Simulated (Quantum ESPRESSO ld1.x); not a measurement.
Values are calculated unless marked as measured or tabulated.
Q: F3+, configuration [He] 2s2 2p2. Level of theory: non-relativistic Kohn-Sham, LDA (Slater exchange, VWN5 correlation), spin-polarised, spherical densities, point nucleus; open shells are filled with parallel spins first (ld1.x of Quantum ESPRESSO 7.5). Some entries of the table are withheld. Estimate them.

orbital,occ.,eigenvalue (hartree),<1/r> (bohr^-1),r(max) (bohr)
1s up,1,-27.0742,8.569,(1)
1s down,1,-26.9785,8.591,(2)
2s up,1,-3.4079,(3),(4)
2s down,1,-3.2106,(5),(6)
2p up,2,-2.7607,1.585,0.6161
2p down,0,-2.5458,1.544,0.6296

A: 
(1) 1s up r(max) (bohr): 0.1152
(2) 1s down r(max) (bohr): 0.1150
(3) 2s up <1/r> (bohr^-1): 1.670
(4) 2s up r(max) (bohr): 0.7172
(5) 2s down <1/r> (bohr^-1): 1.630
(6) 2s down r(max) (bohr): 0.7264
